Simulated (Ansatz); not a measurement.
Geometry optimisation of MoO₃.

```yaml
crystal:
  periodic: [false, false, false]
  atoms:
    - {symbol: Mo, position_ang: [-0.335500, 0.195250, -0.016480]}
    - {symbol: O, position_ang: [-1.783060, 0.976620, -0.076710]}
    - {symbol: O, position_ang: [0.714740, -1.201110, 0.037140]}
    - {symbol: O, position_ang: [1.403810, 0.029240, 0.056050]}
basis:
  gaussian: {orbitals: def2-TZVP}
hamiltonian: {xc: r2scan, dispersion: d4}
scf: {lower_state_search: "off"}
output: {orbitals: {seedname: orbitals}}
relax: {f_tol: 0.02, max_steps: 100}
```

```sh
$ ansatz run in.yaml --threads 4 --pin off --events-out ev --progress --plain --max-ram 3916MiB
```

Shortened log:

```
Functional definition: r2SCAN
  name "r2SCAN"
  cite "Furness, Kaplan, Ning, Perdew & Sun, J. Phys. Chem. Lett. 11, 8208 (2020) doi:10.1021/acs.jpclett.0c02405"
  cite "Furness, Kaplan, Ning, Perdew & Sun, J. Phys. Chem. Lett. 11, 9248 (2020) doi:10.1021/acs.jpclett.0c03077"
  parent r2scan
  parameter k0 = 0.174
  parameter k1 = 0.065
  parameter a1 = 4.9479
  exchange = r2scan_x(k0 = k0, k1 = k1, a1 = a1)
  correlation = r2scan_c
these checks for a lower state are left out or cut short: stability, starts, cluster_reference, orbital_swaps, neighbouring_geometries, increment
mean field -7994.34456424 eV, -293.7867439744 hartree, gradient 4.9e-6 eV, S^2 0.000000; 0 other end points of the search recorded, 0 dependent functions left out
the calculation of the forces begins
relax step   1: F+E_penalty+E_count = -7994.36363100 eV  Δ(F+E_penalty+E_count) = +0.000e0 eV  max|allowed force component| = 6.747e0 eV/Å  Δτ_max = 0.0000 Å  (22 SCF iters, accepted)
these checks for a lower state are left out or cut short: stability, starts, cluster_reference, orbital_swaps, neighbouring_geometries, increment
mean field -7995.31275196 eV, -293.8223242168 hartree, gradient 2.3e-6 eV, S^2 0.000000; 0 other end points of the search recorded, 0 dependent functions left out
the calculation of the forces begins
relax step   2: F+E_penalty+E_count = -7995.33126231 eV  Δ(F+E_penalty+E_count) = -9.676e-1 eV  max|allowed force component| = 2.420e0 eV/Å  Δτ_max = 0.1021 Å  (31 SCF iters, accepted)
these checks for a lower state are left out or cut short: stability, starts, cluster_reference, orbital_swaps, neighbouring_geometries, increment
mean field -7995.38945325 eV, -293.8251429372 hartree, gradient 2.6e-6 eV, S^2 0.000000; 0 other end points of the search recorded, 0 dependent functions left out
the calculation of the forces begins
relax step   3: F+E_penalty+E_count = -7995.40783875 eV  Δ(F+E_penalty+E_count) = -7.658e-2 eV  max|allowed force component| = 5.818e-1 eV/Å  Δτ_max = 0.0254 Å  (25 SCF iters, accepted)
these checks for a lower state are left out or cut short: stability, starts, cluster_reference, orbital_swaps, neighbouring_geometries, increment
mean field -7995.39376749 eV, -293.8253014826 hartree, gradient 3.3e-6 eV, S^2 0.000000; 0 other end points of the search recorded, 0 dependent functions left out
the calculation of the forces begins
relax step   4: F+E_penalty+E_count = -7995.41213180 eV  Δ(F+E_penalty+E_count) = -4.293e-3 eV  max|allowed force component| = 7.624e-2 eV/Å  Δτ_max = 0.0112 Å  (26 SCF iters, accepted)
these checks for a lower state are left out or cut short: stability, starts, cluster_reference, orbital_swaps, neighbouring_geometries, increment
mean field -7995.39919691 eV, -293.8255010102 hartree, gradient 3.6e-6 eV, S^2 0.000000; 0 other end points of the search recorded, 0 dependent functions left out
the calculation of the forces begins
relax step   5: F+E_penalty+E_count = -7995.41755856 eV  Δ(F+E_penalty+E_count) = -5.427e-3 eV  max|allowed force component| = 1.956e-1 eV/Å  Δτ_max = 0.0287 Å  (24 SCF iters, accepted)
these checks for a lower state are left out or cut short: stability, starts, cluster_reference, orbital_swaps, neighbouring_geometries, increment
mean field -7995.54190800 eV, -293.8307455460 hartree, gradient 2.8e-6 eV, S^2 0.000000; 0 other end points of the search recorded, 0 dependent functions left out
the calculation of the forces begins
relax step   6: F+E_penalty+E_count = -7995.56031458 eV  Δ(F+E_penalty+E_count) = -1.428e-1 eV  max|allowed force component| = 5.924e-1 eV/Å  Δτ_max = 0.1999 Å  (39 SCF iters, accepted)
these checks for a lower state are left out or cut short: stability, starts, cluster_reference, orbital_swaps, neighbouring_geometries, increment
mean field -7995.62513694 eV, -293.8338041533 hartree, gradient 2.5e-6 eV, S^2 0.000000; 0 other end points of the search recorded, 0 dependent functions left out
the calculation of the forces begins
relax step   7: F+E_penalty+E_count = -7995.64361150 eV  Δ(F+E_penalty+E_count) = -8.330e-2 eV  max|allowed force component| = 6.709e-1 eV/Å  Δτ_max = 0.0868 Å  (33 SCF iters, accepted)
these checks for a lower state are left out or cut short: stability, starts, cluster_reference, orbital_swaps, neighbouring_geometries, increment
mean field -7995.70665445 eV, -293.8367998663 hartree, gradient 2.8e-6 eV, S^2 0.000000; 0 other end points of the search recorded, 0 dependent functions left out
the calculation of the forces begins
relax step   8: F+E_penalty+E_count = -7995.72532747 eV  Δ(F+E_penalty+E_count) = -8.172e-2 eV  max|allowed force component| = 1.503e0 eV/Å  Δτ_max = 0.1928 Å  (34 SCF iters, accepted)
these checks for a lower state are left out or cut short: stability, starts, cluster_reference, orbital_swaps, neighbouring_geometries, increment
mean field -7995.75947941 eV, -293.8387411480 hartree, gradient 3.5e-6 eV, S^2 0.000000; 0 other end points of the search recorded, 0 dependent functions left out
the calculation of the forces begins
relax step   9: F+E_penalty+E_count = -7995.77830199 eV  Δ(F+E_penalty+E_count) = -5.297e-2 eV  max|allowed force component| = 7.879e-2 eV/Å  Δτ_max = 0.0314 Å  (27 SCF iters, accepted)
these checks for a lower state are left out or cut short: stability, starts, cluster_reference, orbital_swaps, neighbouring_geometries, increment
mean field -7995.75765201 eV, -293.8386739922 hartree, gradient 3.0e-6 eV, S^2 0.000000; 0 other end points of the search recorded, 0 dependent functions left out
the calculation of the forces begins
relax step  10: F+E_penalty+E_count = -7995.77647962 eV  Δ(F+E_penalty+E_count) = +1.822e-3 eV  max|allowed force component| = 1.630e-1 eV/Å  Δτ_max = 0.0223 Å  (26 SCF iters, rejected (line search))
these checks for a lower state are left out or cut short: stability, starts, cluster_reference, orbital_swaps, neighbouring_geometries, increment
mean field -7995.76012426 eV, -293.8387648457 hartree, gradient 2.3e-6 eV, S^2 0.000000; 0 other end points of the search recorded, 0 dependent functions left out
the calculation of the forces begins
relax step  11: F+E_penalty+E_count = -7995.77895138 eV  Δ(F+E_penalty+E_count) = -6.494e-4 eV  max|allowed force component| = 2.886e-2 eV/Å  Δτ_max = 0.0080 Å  (27 SCF iters, accepted)
these checks for a lower state are left out or cut short: stability, starts, cluster_reference, orbital_swaps, neighbouring_geometries, increment
mean field -7995.76017120 eV, -293.8387665707 hartree, gradient 2.6e-6 eV, S^2 0.000000; 0 other end points of the search recorded, 0 dependent functions left out
the calculation of the forces begins
relax step  12: F+E_penalty+E_count = -7995.77899929 eV  Δ(F+E_penalty+E_count) = -4.791e-5 eV  max|allowed force component| = 7.616e-3 eV/Å  Δτ_max = 0.0022 Å  (28 SCF iters, accepted)
Total energy: -7995.77901961 eV, -293.8394592369 hartree
Atom 0 at    -0.373410     0.215984    -0.523185 Å, force    -0.007616     0.002867    -0.003923 eV/Å
Atom 1 at    -1.708806     0.938271     0.181582 Å, force     0.005891    -0.002702     0.000221 eV/Å
Atom 2 at     0.693340    -1.208047     0.158665 Å, force     0.001682     0.002108     0.001293 eV/Å
Atom 3 at     1.388867     0.053791     0.182938 Å, force     0.000043    -0.002273     0.002409 eV/Å
Dipole moment:    -0.142121     0.092225    -0.714322 e Å
Checks for a lower state left out: stability, starts, cluster_reference, orbital_swaps, neighbouring_geometries, increment
```

Run time 13 s (4 threads of Intel Xeon Platinum 8375C on a shared host).

In the def2 sets Mo takes a core potential; there is no spin–orbit coupling. The structure holds one bond between oxygen atoms, so isomers without such links may lie far lower. The restricted singlet is unstable: a solution with broken spin symmetry lies lower. The relaxation made no stability test and no search for a lower SCF solution. At r2SCAN-D4/def2-TZVP a triplet of charge 0 lies 0.65 eV below the restricted singlet, each at its own geometry. The structure comes from a short search, and lower isomers may exist.
